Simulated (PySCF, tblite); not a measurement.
C₄H₁₀B₃ClO₂.
Cartesian coordinates in Å at the GFN2-xTB level; atoms count from 1:
```xyz
20
C4H10B3ClO2 angstrom
C     -1.9646   -1.0148   -1.0694
B     -1.0765   -0.1156   -0.1368
C     -1.3208   -0.0380    1.4101
C      0.1255    0.7220   -0.7889
C      1.2535   -0.2233   -1.2505
O      1.8617   -0.8895   -0.1593
B      2.1245   -0.2233    0.9744
B      1.6119    1.3926    0.9739
Cl     2.1416    2.7448    1.9431
O      0.6656    1.7215    0.0794
H     -1.9334   -2.0520   -0.7379
H     -3.0101   -0.7184   -0.9927
H     -1.6939   -0.9924   -2.1221
H     -1.3664    0.9943    1.7555
H     -0.4673   -0.4761    1.9323
H     -2.2158   -0.5505    1.7534
H     -0.2214    1.2674   -1.6773
H      2.0251    0.3518   -1.7786
H      0.8552   -0.9892   -1.9209
H      2.6003   -0.9005    1.8093
```

Jobs on this species (20 atoms, 82 electrons) with PySCF (density fitting) and tblite. Hardware of each: an AMD EPYC 9B45 with one thread, shared host. The host was shared with other jobs, so the times are rough.

Question: Rank these jobs by wall time, shortest first.
A. GFN2-xTB; L-BFGS relaxation
B. GFN2-xTB; Hessian by finite differences
C. PBE0/pcSseg-1; shieldings, ring-centre shieldings, charges and field gradients; 227 basis functions

Answer: B (0.61 s), A (1.2 s), C (29 s).

All jobs:

```tsv
level and settings	work	basis functions	SCF cycles	wall time
GFN2-xTB	Hessian by finite differences	–	–	0.61 s
GFN2-xTB	L-BFGS relaxation	–	–	1.2 s
PBE0/pcSseg-1	shieldings, ring-centre shieldings, charges and field gradients	227	14	29 s
```

Question: What do all jobs in the table cost together?

Answer: About 31 s; the longest takes about 94 % of that, and about 48 times as long as the shortest.
